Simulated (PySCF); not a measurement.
**Correlation energy of Fe(2+) (iron, charge +2)**

[Ar] 3d5 4s1, high-spin 7S determinant (an excited configuration). All numbers are calculated (PySCF 2.14, the spin-free X2C one-electron Hamiltonian (Gaussian nucleus), in aug-cc-pVDZ-DK (7s6p4d2f, 59 functions)). Frozen: [Ar]; 6 electrons correlated.

```json
{"level": "CCSD", "correlation energy (mhartree)": "-68.96"}
{"level": "(T)", "correlation energy (mhartree)": "-0.57"}
{"level": "CCSD(T)", "correlation energy (mhartree)": "-69.53"}
```

Diagnostics: T1 = 0.0053, D1 = 0.0099, largest double amplitude 0.020.

Is a single reference adequate?

Yes: T1 lies below 0.03 and no double amplitude reaches 0.07.
